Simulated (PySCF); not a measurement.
# S⁺ (sulfur, charge +1) across methods

[Ne] 3s2 3p3, high-spin 4S determinant. All numbers are calculated (PySCF 2.14, the spin-free X2C one-electron Hamiltonian (Gaussian nucleus), in x2c-QZVPPall with one added diffuse shell each of s, p, d, f type (10s7p5d3f1g, 86 functions)).

```csv
method,E (hartree),mean ε 3s α (eV),mean ε 3s β (eV),mean ε 3p α (eV),Σ⟨r²⟩ (bohr²),⟨S²⟩
r2SCAN,-398.8063,-29.964,-25.360,-18.452,20.51,3.750
PBE,-398.6649,-28.817,-25.376,-17.906,20.59,3.750
wB97M-V,-398.8051,-33.641,-29.604,-21.463,20.74,3.750
PBE0,-398.6968,-31.453,-26.727,-19.477,20.54,3.750
UHF,-398.25894,-38.567,-29.189,-23.454,20.69,3.751
LDA,-397.4350,-28.710,-25.639,-17.880,20.63,3.750
M06-2X,-398.8266,-33.069,-28.254,-20.567,20.58,3.751
B3LYP,-398.8521,-30.766,-26.755,-18.999,20.58,3.751
```

**Question.** Estimate the same row for BP86.

**Answer.** E (hartree) = -398.8724; mean ε 3s α (eV) = -28.845; mean ε 3s β (eV) = -25.608; mean ε 3p α (eV) = -17.925; Σ⟨r²⟩ (bohr²) = 20.55; ⟨S²⟩ = 3.750.
